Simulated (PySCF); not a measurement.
Sn(H)2(F)(Me) (CH₅FSn), SMILES [CH3][SnH2][F].

Coordinates come from a B3LYP-D3(BJ)/def2-SVP optimisation. The def2 effective core potentials stand for the cores of Sn; spin–orbit coupling is left out.

Computed with M06-2X/def2-TZVPD (PySCF).

Symmetry labels are those of the subgroup Cs that the program uses (full group Cs).

Question: List the valence orbital energies around the gap with their symmetry. (Estimate from the structure and the level; the computed values follow.)

Answer: 
```json
[
 {"orbital": "HOMO−7", "symmetry": "A'", "energy (eV)": "-15.66"},
 {"orbital": "HOMO−6", "symmetry": "A'", "energy (eV)": "-13.27"},
 {"orbital": "HOMO−5", "symmetry": "A\"", "energy (eV)": "-13.24"},
 {"orbital": "HOMO−4", "symmetry": "A\"", "energy (eV)": "-12.65"},
 {"orbital": "HOMO−3", "symmetry": "A'", "energy (eV)": "-12.64"},
 {"orbital": "HOMO−2", "symmetry": "A'", "energy (eV)": "-12.36"},
 {"orbital": "HOMO−1", "symmetry": "A\"", "energy (eV)": "-10.35"},
 {"orbital": "HOMO", "symmetry": "A'", "energy (eV)": "-9.85"},
 {"orbital": "LUMO", "symmetry": "A'", "energy (eV)": "-0.03"},
 {"orbital": "LUMO+1", "symmetry": "A'", "energy (eV)": "0.20"},
 {"orbital": "LUMO+2", "symmetry": "A'", "energy (eV)": "0.43"},
 {"orbital": "LUMO+3", "symmetry": "A'", "energy (eV)": "1.07"}
]
```
